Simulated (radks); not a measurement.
Excited configurations of the europium ion Eu3+: one electron is placed in a higher orbital outside [Xe] 4f5. The ground configuration is [Xe] 4f6. Calculated with a radial shooting solver on a logarithmic mesh with Libxc functionals: Dirac Kohn-Sham, LDA (Slater exchange, Perdew-Wang correlation), spin-unpolarised, spherical densities, point nucleus; open shells fill j = l - 1/2 first. Excitation = E - E(ground); binding = E(ion) - E, where the ion is the core of charge +4; n* = 4/sqrt(2 binding) in atomic units, and the quantum defect is n - n*.

outer orbital  excitation (eV)  binding (eV)     n*  quantum defect  eigenvalue (eV)  <r> (bohr)
5f5/2                   28.888        14.362  3.893           1.107          -11.974       4.106
6s1/2                   14.916        28.334  2.772           3.228          -24.940       3.020
6d3/2                   27.624        15.626  3.732           2.268          -13.649       4.676
6f5/2                   33.835         9.415  4.808           1.192           -8.164       7.295
7s1/2                   28.041        15.209  3.783           3.217          -13.565       5.526
7p1/2                   30.058        13.192  4.062           2.938          -11.721       6.141
7f5/2                   36.683         6.567  5.758           1.242           -5.802       11.21

Estimate the row for 6p1/2.

Answer. excitation (eV) 19.954; binding (eV) 23.296; n* 3.057; quantum defect 2.943; eigenvalue (eV) -20.404; <r> (bohr) 3.428. The Delta-SCF ionisation energy is 43.250 eV (NIST Atomic Spectra Database: 42.9 eV, semi-empirical). Self-interaction in the functional shifts the binding energies and quantum defects, so they are the method's values and not measured ones. Spin polarisation and multiplet splitting are left out, so open shells lie too high by an amount that depends on their filling.

Beside tabulated values, note that spin-unpolarised runs miss the spin-polarisation part of the exchange energy of open shells.
